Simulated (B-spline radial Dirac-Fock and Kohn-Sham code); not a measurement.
**Atomic SCF run for Cd⁵⁺**

ΔSCF core binding energies without Breit or QED terms, calculated with a radial atomic solver. Keys: rel is the Hamiltonian (dirac, or spin-free x2c and nr, where L3 and M5 stand for the whole 2p and 3d shells), method is hf or an exchange,correlation pair (spin-unpolarised, also for the hole states), nuc the nuclear model, radius_factor scales its radius, rmax is the box in bohr, h the logarithmic mesh step, order the B-spline order, points the quadrature points per cell, c_factor scales the speed of light, and damp, ndamp, maxit and tol steer the iteration. The run stops when the commutator error falls below 10·tol·max(1, Z/10), or the numerical noise floor, and the energy has settled to about 1e-8 Ha; the virial ratio is −V/T.

Input (task.json):

```json
{"items": [{"Z": 48, "q": 5, "cfg": [[1, 0, 2], [2, 0, 2], [2, 1, 6], [3, 0, 2], [3, 1, 6], [3, 2, 10], [4, 0, 2], [4, 1, 6], [4, 2, 7]], "A": 114, "rrms": 4.6087, "do": "settings", "holes": ["K", "L3", "M5"],
  "settings": [{"rel": "dirac", "method": "hf", "nuc": "fermi", "radius_factor": 1.0, "rmax": 45.0, "h": 2.0, "order": 8, "points": 10, "c_factor": 1.0, "maxit": 68, "damp": 0.5, "ndamp": 3, "tol": 1e-08}]}]}
```

Command: `python xray2_run.py task.json out`

Ground-state iterations:

```
iter   energy (Ha)        error
   1    -5105.39566500  5.53e+00
   2    -5124.74883362  3.83e-01
   3    -5124.81402453  1.79e-01
   4    -5124.83131005  8.48e-02
   5    -5124.83778643  5.11e-03
   6    -5124.83784403  4.20e-04
   7    -5124.83784522  1.40e-05
   8    -5124.83784523  1.25e-07
```

The ground state converged in 8 iterations, with total energy -5124.83785 Ha, virial ratio 2.00388 and highest orbital energy -129.02 eV. ΔSCF binding energies: K (1s) 27501.7 eV, L3 (2p3/2) 4085.5 eV, M5 (3d5/2) 730.0 eV.

Task: One setting is unsound. Which, and why?

Result: h is too large to resolve the orbitals. With the default settings (Dirac Hartree-Fock): The ground state converged in 10 iterations, with total energy -5586.66335 Ha, virial ratio 1.95347 and highest orbital energy -89.19 eV. ΔSCF binding energies: K (1s) 26883.5 eV, L3 (2p3/2) 3633.7 eV, M5 (3d5/2) 491.9 eV.
